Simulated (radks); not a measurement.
Question: Valence configurations of the neon ion Ne+ (all share [He]). Method: non-relativistic Kohn-Sham, r2SCAN, spin-polarised, spherical densities, point nucleus; open shells are filled with parallel spins first; meta-GGA in the generalised Kohn-Sham scheme; computed with a radial shooting solver on a logarithmic mesh with Libxc functionals. Order these by energy: 2s2 2p5; 2s1.5 2p5.5; 2s1 2p6.

Answer: From the lowest, in eV above it: 2s2 2p5 0.000; 2s1.5 2p5.5 12.325; 2s1 2p6 24.562. NIST lists [He] 2s2 2p5 as the ground configuration; this level of theory agrees among the configurations tried. The energies are those of spherical high-spin densities, not of single terms.
